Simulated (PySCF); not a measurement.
# Predicted spectroscopic data

PySCF 2.14.0 with density-fitted response routines calculation with NMR shieldings at PBE0/pcSseg-1/GIAO and geometry from GFN2-xTB; no relativistic terms, one conformer, no solvent, rapidly exchanging positions averaged.

δ = σ(ref) − σ, references computed at the same level: ¹H, ¹³C against TMS. Splittings of carbon signals by F and P are missing where no couplings were computed. Where no couplings were computed, multiplicities follow the n + 1 count of equivalent neighbours, and m marks all less simple cases (inequivalent or close neighbours, rings, F or P nearby). Shifts are as computed. Against solution values, carbons near 30 ppm lie about +3 ppm off and those near 130 ppm about +5 ppm. Of 1309 compounds with measured shifts, 239 miss one by over three times the rms of a fit or turn the order of signals round; such compounds aren't used in these exercises.

Compound 1 (C₄H₈F₂O₂Si). ¹H NMR (600 MHz, computed): δ 6.66 (m, 1H), 4.96 (m, 1H), 4.90 (s, 3H), 4.80 (m, 1H), 4.47 (s, 2H). ¹³C{¹H} NMR (computed): δ 165.0 (C), 122.1 (CH), 93.2 (CH2), 67.5 (CH2). Structure: `C=C(CO[SiH3])OC(F)F`.

Compound 2 (C₅H₈FNSi₂). ¹H NMR (600 MHz, computed): δ 7.67 (m, 1H), 5.87 (m, 1H), 5.67 (m, 2H), 5.31 (m, 1H), 4.48 (s, 3H). ¹³C{¹H} NMR (computed): δ 174.0, 149.1, 129.3, 128.3, 122.9. Structure: SMILES C=C/C([SiH2]F)=C(/[SiH3])C#N.
